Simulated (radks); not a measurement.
Exchange energies: the exact (Fock) value of the Kohn-Sham orbitals and density-functional approximations, in hartree. Species: Ne [Ne]; He [He]; Zn2+ [Ar] 3d10; Hg+ [Xe] 4f14 5d10 6s1; Te+ [Kr] 4d10 5s2 5p3. All-electron calculation, non-relativistic Kohn-Sham, exchange-only B88, spin-polarised, spherical densities, point nucleus. Program: a radial shooting solver on a logarithmic mesh with Libxc functionals. Every spin shell is full or empty, so the densities are truly spherical. Functionals are evaluated on that one density, not self-consistently.

functional,Ne,He,Zn2+,Hg+,Te+
exact,-12.0287,-1.01216,-69.1175,-344.876,-168.555
LDA,-10.984,-0.87455,-65.141,-331.84,-160.48
B88,-12.086,-1.0160,-69.344,-345.16,-168.58
PBEsol,-11.614,-0.95862,-67.425,-338.75,-164.77
OPTX,-12.068,-1.0163,-69.792,-351.49,-170.68
APBE,-12.170,-1.0213,-69.624,-345.79,-169.04
SCAN,-12.102,-1.0194,-69.400,-345.11,-168.82
r2SCAN,-12.082,-1.0194,-69.233,-344.31,-168.36
MS2,-12.109,-1.0218,-69.016,-342.63,-167.54
Tao-Mo,-12.099,-1.0219,-68.873,-342.06,-167.17
TASK,-11.733,-1.0194,-67.423,-338.65,-164.82
